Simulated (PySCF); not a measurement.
**How methods differ on the ionisation energy of Eu⁺**

Eu⁺ [Xe] 4f7 6s1 (9S) → Eu²⁺ [Xe] 4f7 (8S), as a difference of total energies. Calculation: PySCF 2.14, in cc-pVDZ-X2C (8s7p5d3f1g, 84 functions); the spin-free X2C one-electron Hamiltonian (Gaussian nucleus). Correlated levels: valence: [Kr] 4d10 frozen; valence and next inner shell: [Ar] 3d10 frozen. The calculations carry no spin-orbit coupling.

```json
{"method": "UHF", "ionisation energy (eV)": "10.441", "difference from reference (eV)": "-0.799"}
{"method": "LDA", "ionisation energy (eV)": "11.644", "difference from reference (eV)": "+0.404"}
{"method": "PBE", "ionisation energy (eV)": "11.458", "difference from reference (eV)": "+0.218"}
{"method": "PBE0", "ionisation energy (eV)": "11.237", "difference from reference (eV)": "-0.003"}
{"method": "r2SCAN", "ionisation energy (eV)": "11.229", "difference from reference (eV)": "-0.011"}
{"method": "MP2 (valence)", "ionisation energy (eV)": "11.106", "difference from reference (eV)": "-0.134"}
{"method": "SCS-MP2 (valence)", "ionisation energy (eV)": "10.919", "difference from reference (eV)": "-0.321"}
{"method": "MP2 (valence and next inner shell)", "ionisation energy (eV)": "11.161", "difference from reference (eV)": "-0.079"}
{"method": "SCS-MP2 (valence and next inner shell)", "ionisation energy (eV)": "10.980", "difference from reference (eV)": "-0.260"}
```

Reference: 11.24 ± 0.006 eV (semi-empirical (NIST evaluation); NIST Atomic Spectra Database, ionization energies).

Errors of the correlated levels include the incompleteness of this basis and the frozen core.
